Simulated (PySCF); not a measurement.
## Excitation energy of Ru²⁺ by level of theory

Ru²⁺ [Kr] 4d6 (5D) → Ru²⁺ [Kr] 4d5 5s1 (7S), as a difference of total energies. Computed with PySCF 2.14 in x2c-TZVPPall with one added diffuse shell each of s, p, d, f type (9s7p7d3f1g, 95 functions), with the spin-free X2C one-electron Hamiltonian (Gaussian nucleus). Correlated levels: valence: [Kr] frozen. The calculations carry no spin-orbit coupling.

```
           method  excitation energy (cm⁻¹)
              UHF                     21024
    MP2 (valence)                     26460
SCS-MP2 (valence)                     31368
   CCSD (valence)                     26300
CCSD(T) (valence)                     26499
```

A first-order spin-orbit estimate (lowest level to lowest level, LS coupling) adds 0.143 eV.
